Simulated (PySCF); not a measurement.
PySCF input (M06-2X/6-31G* (5d)):

```python
from pyscf import gto, dft

mol = gto.M(
    atom='''
    B    -0.00000000   -0.00000000   -0.81316200
    F     0.00000000    0.00000000    0.45175700
    ''',
    basis='6-31g*',
    charge=0,
    spin=0,
    verbose=4,
)

mf = dft.RKS(mol, xc='m062x')
mf.grids.level = 4
mf.conv_tol = 1e-9
mf.max_cycle = 100
mf.max_memory = 1500
mf.kernel()
if not mf.converged:
    mf = mf.newton()
    mf.kernel(mf.make_rdm1())
mf.dip_moment()
```

Output:

```
PySCF version 2.14.0

[INPUT] verbose = 4
[INPUT] num. atoms = 2
[INPUT] num. electrons = 14
[INPUT] charge = 0
[INPUT] spin (= nelec alpha-beta = 2S) = 0
[INPUT] symmetry False subgroup None
[INPUT] Mole.unit = angstrom
[INPUT] Symbol           X                Y                Z      unit          X                Y                Z       unit  Magmom
[INPUT]  1 B      0.000000000000   0.000000000000  -0.813162000000 AA    0.000000000000   0.000000000000  -1.536653474904 Bohr   0.0
[INPUT]  2 F      0.000000000000   0.000000000000   0.451757000000 AA    0.000000000000   0.000000000000   0.853697004855 Bohr   0.0

nuclear repulsion = 18.8256912034684
number of shells = 12
number of NR pGTOs = 54
number of NR cGTOs = 28
basis = 6-31g*
ecp = {}

******** <class 'pyscf.dft.rks.RKS'> ********
method = RKS
initial guess = minao
damping factor = 0
level_shift factor = 0
DIIS = <class 'pyscf.scf.diis.CDIIS'>
diis_start_cycle = 1
diis_space = 8
diis_damp = 0
SCF conv_tol = 1e-09
SCF conv_tol_grad = None
SCF max_cycles = 100
direct_scf = True
direct_scf_tol = 1e-13
XC library pyscf.dft.libxc version 7.1.2
    S. Lehtola, C. Steigemann, M. J. T. Oliveira, and M. A. L. Marques,  SoftwareX 7, 1–5 (2018)
XC functionals = m062x
    Y. Zhao and D. G. Truhlar,  Theor. Chem. Acc. 120, 215 (2008)
    Y. Zhao and D. G. Truhlar,  Theor. Chem. Acc. 120, 215 (2008)
radial grids:
    Treutler-Ahlrichs [JCP 102, 346 (1995); DOI:10.1063/1.469408] (M4) radial grids

becke partition: Becke, JCP 88, 2547 (1988); DOI:10.1063/1.454033
pruning grids: <function nwchem_prune>
grids dens level: 4
symmetrized grids: False
atomic radii adjust function: <function treutler_atomic_radii_adjust>
small_rho_cutoff = 0
Set gradient conv threshold to 3.16228e-05
Initial guess from minao.
tot grids = 56944
init E= -124.689889328719
  HOMO = -0.287085030985527  LUMO = -0.00681915367958395  gap/eV = 7.62642
cycle= 1 E= -124.586205178137  delta_E= 0.104  |g|= 0.382  |ddm|= 1.32
  HOMO = -0.338044418585048  LUMO = 0.0202564082578231  gap/eV = 9.74986
cycle= 2 E= -124.575145181525  delta_E= 0.0111  |g|= 0.491  |ddm|= 0.451
  HOMO = -0.321497831999461  LUMO = 0.0248362690934761  gap/eV = 9.42423
cycle= 3 E= -124.612801997924  delta_E= -0.0377  |g|= 0.0104  |ddm|= 0.231
  HOMO = -0.318473026612825  LUMO = 0.0282654997292382  gap/eV = 9.43524
cycle= 4 E= -124.61283193358  delta_E= -2.99e-05  |g|= 0.00238  |ddm|= 0.0166
  HOMO = -0.318945515966277  LUMO = 0.0276509433553172  gap/eV = 9.43137
cycle= 5 E= -124.612833330962  delta_E= -1.4e-06  |g|= 0.000211  |ddm|= 0.00292
  HOMO = -0.318881766173769  LUMO = 0.027667925843236  gap/eV = 9.43010
cycle= 6 E= -124.612833345869  delta_E= -1.49e-08  |g|= 4.88e-05  |ddm|= 0.000441
  HOMO = -0.318901053686119  LUMO = 0.0276532931936829  gap/eV = 9.43022
cycle= 7 E= -124.612833346435  delta_E= -5.66e-10  |g|= 3.63e-06  |ddm|= 5.55e-05
  HOMO = -0.318898804603392  LUMO = 0.0276554528207251  gap/eV = 9.43022
Extra cycle  E= -124.612833346439  delta_E= -3.84e-12  |g|= 7.86e-07  |ddm|= 5.63e-06
converged SCF energy = -124.612833346439
Dipole moment(X, Y, Z, Debye):  0.00000,  0.00000,  0.95325
```

The geometry given is a B3LYP-D3(BJ)/def2-TZVP minimum.
